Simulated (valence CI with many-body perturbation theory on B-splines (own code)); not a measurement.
The numbers below are computed, except where a source is named.
Hyperfine factors and g values of Ru13+

Level of theory: valence CI with perturbative core correlation (CI+MBPT): three valence electrons over a frozen Dirac-Fock core [Ar] 3d10, radial functions for each j: 11 s, 11 p, 9 d, 7 f, 5 g, 2 h, 1 i, with the one-electron correlation potential Σ1, the two-electron term Σ2, the three-electron term Σ3, Breit, model QED; selected CI, second order for the rest (own B-spline code, finite nucleus).

No measured levels were compared; by estimate levels hold to about 250 cm⁻¹ or 0.2 % of their energy and the worst to 1 %, as in measured heavy ions of charge 2 to 7; those with d or f electrons hold less well.

A/g_I is the dipole constant over the nuclear g factor μ/I (μ in nuclear magnetons, uniformly magnetised nucleus), B/Q the quadrupole constant per barn. Both hold the static response of the core; the bare values leave it out. Large factors of s and p1/2 electrons are usually good to 5 to 10 %; those of open d and f shells near neutrality can be off by tens of per cent, and small factors of p3/2, d and f electrons come from cancelling terms and can be off by a factor of two or in sign, in half-filled shells by more. B is blank for J = 1/2, where it vanishes, and for nearly pure S terms. Energies count from the lowest level.

Names give the largest LS component (configuration and term), which can be under half, so a name can repeat, a term be missing and a line seem to break the LS rules; names also repeat where a configuration has a term twice. Letters in brackets count levels of one name in rising energy.

| Level | E (cm⁻¹) | g | A/g_I (MHz) | A/g_I bare | B/Q (MHz/b) | B/Q bare |
| --- | --- | --- | --- | --- | --- | --- |
| 4s²4p ²P°_1/2 | 0 | 0.665 | 31300 | 29500 |  |  |
| 4s²4p ²P°_3/2 | 39254 | 1.333 | 5560 | 5130 | 10200 | 9430 |
| 4s4p² ⁴P_1/2 | 229300 | 2.614 | 72900 | 68400 |  |  |
| 4s4p² ⁴P_3/2 | 249450 | 1.722 | 28100 | 26300 | 8360 | 7750 |
| 4s4p² ⁴P_5/2 | 265630 | 1.545 | 29600 | 27800 | -7060 | -6540 |
| 4s4p² ²D_3/2 | 307190 | 0.832 | -5750 | -5400 | 13000 | 12000 |
| 4s4p² ²D_5/2 | 318400 | 1.255 | 27800 | 26100 | 16200 | 15000 |
| 4s4p² ²P_1/2 | 342580 | 1.271 | 30000 | 28200 |  |  |
| 4s4p² ²S_1/2 | 381500 | 1.450 | 83700 | 78600 |  |  |
| 4s4p² ²P_3/2 | 388740 | 1.311 | -9070 | -8560 | -9510 | -8860 |
| 4s²4d ²D_3/2 | 493120 | 0.800 | 1310 | 1290 | 2170 | 1970 |
| 4s²4d ²D_5/2 | 499350 | 1.200 | 2390 | 2290 | 2950 | 2670 |
| 4p³ ⁴S°_3/2 [a] | 570330 | 1.416 | 3780 | 3600 | 7160 | 6640 |
| 4p³ ⁴S°_3/2 [b] | 592250 | 1.394 | -533 | -433 | 407 | 376 |
| 4p³ ²D°_5/2 | 595500 | 1.199 | 10800 | 10200 | -1650 | -1530 |
| 4p³ ²P°_1/2 | 635340 | 0.665 | 29500 | 27600 |  |  |
| 4p³ ²P°_3/2 | 656160 | 1.318 | 4540 | 4310 | -7860 | -7300 |
| 4s4p4d ⁴F°_3/2 | 675670 | 0.426 | -11600 | -10900 | 4310 | 3940 |
| 4s4p4d ⁴F°_5/2 | 683630 | 1.040 | 11400 | 10700 | 2840 | 2570 |
| 4s4p4d ⁴F°_7/2 | 696410 | 1.246 | 15700 | 14800 | 4020 | 3640 |
| 4s4p4d ⁴P°_5/2 | 715140 | 1.477 | 18200 | 17200 | 2910 | 2630 |
| 4s4p4d ⁴F°_9/2 | 716890 | 1.333 | 14900 | 14000 | 12500 | 11400 |
| 4s4p4d ⁴D°_3/2 | 720040 | 1.386 | 10800 | 10300 | 2170 | 1990 |
| 4s4p4d ⁴D°_1/2 | 722840 | 0.359 | -33500 | -31400 |  |  |
| 4s4p4d ⁴D°_5/2 [a] | 743390 | 1.206 | 16100 | 15200 | -1510 | -1410 |
| 4s4p4d ²D°_3/2 [a] | 743990 | 0.992 | -4600 | -4330 | -2010 | -1880 |
| 4s4p4d ⁴P°_1/2 | 744790 | 2.322 | 56900 | 53500 |  |  |
| 4s4p4d ⁴D°_7/2 | 746660 | 1.411 | 17800 | 16800 | -4760 | -4430 |
| 4s4p4d ⁴P°_3/2 | 747800 | 1.348 | 13500 | 12700 | -4750 | -4380 |
| 4s4p4d ⁴D°_5/2 [b] | 749650 | 1.316 | 17000 | 16000 | -3790 | -3510 |
| 4s4p4d ²F°_5/2 [a] | 763730 | 1.019 | 14600 | 13800 | 5140 | 4710 |
| 4s4p4d ²F°_7/2 [a] | 789940 | 1.143 | -621 | -560 | 12200 | 11300 |
| 4s4p4d ²P°_3/2 [a] | 802510 | 1.214 | 5180 | 4870 | 987 | 891 |
| 4s4p4d ²F°_7/2 [b] | 811140 | 1.152 | 14200 | 13400 | 10400 | 9540 |
| 4s4p4d ²F°_5/2 [b] | 813790 | 0.868 | -7140 | -6680 | 9030 | 8310 |
| 4s4p4d ²P°_1/2 [a] | 823780 | 0.660 | -35500 | -33300 |  |  |
| 4s4p4d ²P°_1/2 [b] | 835770 | 0.658 | 9560 | 9050 |  |  |
| 4s4p4d ²D°_3/2 [b] | 842690 | 1.060 | 21500 | 20200 | -1010 | -978 |
| 4s4p4d ²P°_3/2 [b] | 843720 | 1.175 | 133 | 222 | -4110 | -3830 |
| 4s4p4d ²D°_5/2 | 847140 | 1.186 | -5510 | -5120 | -7530 | -7020 |

Problem. Take the isotope of mass number 99, with I = 5/2, μ = -0.641 μN and Q = 0.079 b. What is the hyperfine structure of 4s4p² ²P_1/2?

Solution. From the table A = -7700 MHz. Shifts from the centre of gravity in MHz: F = 2: 13500, F = 3: -9620.
